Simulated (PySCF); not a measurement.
Au³⁺: ionisation energy

Au³⁺ [Xe] 4f14 5d8 [5d3/2^4 5d5/2^4, M_J = 4] → Au⁴⁺ [Xe] 4f14 5d7 [5d3/2^4 5d5/2^3, M_J = 9/2], as a difference of total energies. Calculation: PySCF 2.14, in x2c-TZVPall-2c (11s11p10d2f, 108 functions); the two-component X2C-1e Hamiltonian. Correlated levels: [Kr] 4d10 4f14 frozen; the 34 highest virtual spinors dropped. "Screened" scales the spin-orbit matrix elements by Boettger's factors to mimic the two-electron term; Breit and QED terms are absent.

Order these methods by the ionisation energy they give, lowest first.
A. GHF (spin-free)
B. GMP2 (screened spin-orbit)
C. GHF (screened spin-orbit)
D. GMP2 (spin-free)

C (44.328 eV), A (44.785 eV), B (45.424 eV), D (45.900 eV).

The spin-free rows relax to the high-spin LS determinant and lack the spin-orbit shift.

Errors of the correlated levels include the incompleteness of this basis and the frozen core.

The labels give the starting determinants; with spin-orbit coupling the two ends relaxed to ⟨J²⟩ = 20.01, ⟨L²⟩ = 12.49, ⟨S²⟩ = 2.09 and ⟨J²⟩ = 24.76, ⟨L²⟩ = 13.53, ⟨S²⟩ = 3.43.

For comparison: 45 ± 1.7 eV (theoretical estimate listed by NIST; NIST Atomic Spectra Database, ionization energies).
